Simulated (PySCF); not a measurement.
Bonds: Si1-N3, Si1-N9, Si1-N13, N3-Si4, Si4-N6, Si4-N14, N6-Si7, Si7-N9, Si7-N10, N10-Si11, Si11-N13, Si11-N14. Si1 carries H2; N3 carries H15; Si4 carries H5; N6 carries H16; Si7 carries H8; N9 carries H17; N10 carries H18; Si11 carries H12; N13 carries H19; N14 carries H20.

- shielding tensors at PBE0/pcSseg-1 (GIAO)
- PBE0-D3(BJ)/def2-SVP geometry
- run in PySCF 2.14
- equivalent nuclei averaged, one conformer, isolated molecule, relativity neglected

δ = σ(ref) − σ, references computed at the same level: 1H (31.27 ppm) and 29Si (351.99 ppm) vs TMS; NH3 for 15N (265.67 ppm).

```tsv
atoms	nucleus	count	Hirshfeld charge	δ (ppm)
H15/H16/H17/H18/H19/H20	1H	6	0.11	?
Si1/Si4/Si7/Si11	29Si	4	0.43	-22.2
N3/N6/N9/N10/N13/N14	15N	6	-0.35	69.2
H2/H5/H8/H12	1H	4	-0.08	?
```

Complete the table.

Results:


- H2/H5/H8/H12: 5.15 ppm, hydrogen on a silicon bonded to 3 N
- H15/H16/H17/H18/H19/H20: 0.73 ppm, hydrogen on a nitrogen bonded to 2 Si

OH/NH shifts are gas-phase values; hydrogen bonding in solution moves them, usually downfield. The averaged N atoms aren't alike in the static structure (σ from 187 to 205 ppm); the average presumes fast exchange among these sites. Experimental scales use liquid or dissolved standards, which lie at an offset from isolated NH3 (liquid NH3: subtract about 20 ppm).
